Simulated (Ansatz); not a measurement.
Total energies of SiEt2(OtBu)2 (C12H28O2Si) from Ansatz at PBE-D4/def2-TZVP, gas phase (1 Eh = 27.2114 eV = 2625.5 kJ/mol). The reference geometry is relaxed at r2SCAN-D4/def2-SVP.

```
                 state   geometry  energy (Eh)
      charge 0 singlet  reference   -913.49703
      charge 1 doublet  reference   -913.19995
free Si atom (triplet)          –   -289.22285
 free C atom (triplet)          –    -37.79597
 free H atom (doublet)          –     -0.49962
 free O atom (triplet)          –    -75.00967
```

Single mean-field runs in def2-TZVP are fitted with def2-universal-jkfit.

Problem. Work out the vertical ionisation energy to the doublet.

Solution. E(charge 1 doublet) − E(charge 0 singlet) = -913.19995 − (-913.49703) = 0.29708 Eh = 8.08 eV. For comparison, −ε of the highest occupied level is 5.78 eV at this level, 2.30 eV less.

Problem. What is the binding energy per atom against free atoms?

Solution. Atoms: 1 × (-289.22285) + 12 × (-37.79597) + 28 × (-0.49962) + 2 × (-75.00967) = -906.78319 Eh. Binding: -906.78319 − (-913.49703) = 6.71384 Eh = 182.69 eV, or 4.25 eV for each of 43 atoms (no zero-point energy, no counterpoise term).
